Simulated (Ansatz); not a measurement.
Program: Ansatz. Geometries: PBE0-D4/def2-TZVP. ΔE: electronic, gas phase. CBS: MP2 limit from def2 TZ/QZ plus the TZ coupled-cluster correction, frozen cores. Functionals use def2-TZVPP. Each species was taken in one conformer, which may not be the lowest.

Consider the formal exchange of groups at a B–C bond: `BC(B)O[SiH3]` + `CC=N` → `BCC=N` + `BCO[SiH3]`.

Is it downhill or uphill in electronic energy at CCSD(T)/CBS, and by how much? (Estimate.)

Computed: Uphill: ΔE = +13.3 kJ/mol.

What do these levels give: PBE-D4, PBE0-D4, B2PLYP, PBE0, HF/def2-QZVPP, CCSD/CBS(def2)? (Best estimate.)

The calculation gave: PBE-D4 17.8, PBE0-D4 15.2, B2PLYP 11.2, PBE0 13.1, HF/def2-QZVPP 0.5, CCSD/CBS(def2) 11.0 kJ/mol.

Largest T1 diagnostic among the species: 0.013.

In def2-TZVPP, CCSD(T) changes the Hartree–Fock value by +12.7 kJ/mol (the triples alone add +2.3 kJ/mol) and MP2 by +12.5 kJ/mol. The D4 term adds +3.8 kJ/mol with B3LYP and +2.1 kJ/mol with PBE0; it sums over pairs of atoms, weighted by their polarisabilities, and B3LYP, whose exchange is more repulsive, gets the larger term.

B3LYP here is the variant with VWN-RPA as its local correlation; programs differ in this.
